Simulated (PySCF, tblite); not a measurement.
Species: C5H3FO2.
Numbering: `[CH:1]#[C:2][C@H:3]([F:4])[C:5](=[O:6])[CH:7]=[O:8]` (hydrogens: H9 on C1; H10 on C3; H11 on C7)

Computed with GFN2-xTB (tblite), gas phase: Langevin dynamics at 400 K from the optimised GFN2-xTB geometry, time step 0.5 fs, friction 0.01 fs⁻¹, 2000 steps. Over the second half of the run the saved frames average 371 K.

Frame at 250 fs, instantaneous temperature 503 K:
```
atom  x, y, z in Å
C1     -1.709   -2.308   -0.869
C2     -1.349   -1.212   -0.533
C3     -1.037    0.101   -0.237
F4     -0.260    0.644   -1.322
C5     -0.035    0.143    0.870
O6      0.097    0.868    1.788
C7      1.183   -0.785    0.605
O8      1.210   -1.971    0.744
H9     -1.978   -3.340   -0.917
H10    -1.905    0.701   -0.079
H11     2.159   -0.205    0.315
```

Frame at 425 fs, instantaneous temperature 430 K:
```
atom  x, y, z in Å
C1     -1.779   -2.249   -0.953
C2     -1.374   -1.139   -0.644
C3     -0.555   -0.053   -0.122
F4      0.440    0.088   -1.043
C5      0.049   -0.474    1.171
O6     -0.239   -0.106    2.278
C7      1.246   -1.302    1.110
O8      1.462   -2.456    0.928
H9     -2.093   -3.141   -1.359
H10    -1.119    0.892    0.102
H11     2.096   -0.642    1.335
```

Frame at 625 fs, instantaneous temperature 338 K:
```
atom  x, y, z in Å
C1     -1.538   -2.237   -0.940
C2     -0.804   -1.353   -0.654
C3     -0.032   -0.271   -0.061
F4      0.923    0.203   -0.899
C5      0.358   -0.654    1.358
O6     -0.471   -0.467    2.220
C7      1.594   -1.601    1.543
O8      1.998   -2.265    0.658
H9     -2.002   -3.040   -1.383
H10    -0.824    0.491    0.008
H11     1.881   -1.505    2.647
```

Frame at 800 fs, instantaneous temperature 449 K:
```
atom  x, y, z in Å
C1     -1.853   -2.186   -0.989
C2     -1.186   -1.258   -0.741
C3     -0.422   -0.066   -0.495
F4      0.719    0.004   -1.287
C5      0.092    0.058    0.901
O6     -0.238    0.878    1.687
C7      1.281   -0.876    1.127
O8      1.367   -2.068    0.951
H9     -2.433   -3.063   -0.980
H10    -1.041    0.783   -0.812
H11     2.141   -0.206    1.315
```

Frame at 1000 fs, instantaneous temperature 385 K:
```
atom  x, y, z in Å
C1     -2.413   -1.907   -0.881
C2     -1.648   -0.988   -0.734
C3     -0.595    0.016   -0.904
F4      0.416   -0.494   -1.729
C5      0.234    0.290    0.406
O6      0.666    1.350    0.714
C7      0.730   -1.035    1.192
O8      0.875   -1.178    2.341
H9     -3.160   -2.618   -1.061
H10    -0.852    0.982   -1.319
H11     0.921   -1.787    0.399
```

Question: What do single points at PBE0/pcSseg-1 (PySCF, gas phase) give on these frames?

Answer: 
| t (fs) | GFN2-xTB E above start (eV) | DFT E above lowest frame (eV) | HOMO (eV) | LUMO (eV) | dipole (D) |
| --- | --- | --- | --- | --- | --- |
| 250 | 0.51 | 0.22 | -7.31 | -2.49 | 2.03 |
| 425 | 0.46 | 0.22 | -7.54 | -2.51 | 1.94 |
| 625 | 0.44 | 0.07 | -7.71 | -3.12 | 0.83 |
| 800 | 0.27 | 0.00 | -7.57 | -2.79 | 1.43 |
| 1000 | 0.46 | 0.10 | -7.25 | -2.52 | 3.72 |

Both levels order the frames alike by energy; measured from each level's lowest frame they differ by 0.10 eV at most. The HOMO–LUMO gap runs from 4.59 to 5.03 eV. These are instantaneous structures, not minima.

Question: And the isotropic GIAO shieldings (ppm) from the same runs?

Answer: 
```csv
atom,250 fs,425 fs,625 fs,800 fs,1000 fs,mean,range
C1,81.9,86.2,96.6,94.3,89.2,89.6,14.7
C2,107.9,106.1,101.3,108.4,105.0,105.7,7.1
C3,106.1,101.2,101.7,102.4,96.9,101.7,9.2
F4,342.9,391.0,409.1,388.3,349.0,376.1,66.2
C5,-7.2,-19.3,-21.2,-5.4,-11.7,-13.0,15.8
O6,-287.7,-327.9,-364.6,-289.3,-330.3,-320.0,76.9
C7,-12.7,-9.8,-0.8,-20.4,-5.7,-9.9,19.6
O8,-383.6,-380.2,-336.3,-419.5,-349.5,-373.8,83.2
H9,27.9,29.4,29.8,29.0,29.0,29.0,1.9
H10,26.8,25.9,25.7,26.1,26.4,26.2,1.1
H11,21.0,22.1,21.6,21.6,21.4,21.5,1.1
```

What follows is the cost of the whole dynamics run. Time: 29 s of wall time; peak memory 0.18 GiB. Hardware: one thread of an Intel Xeon at 2.50 GHz, no GPU (shared host).
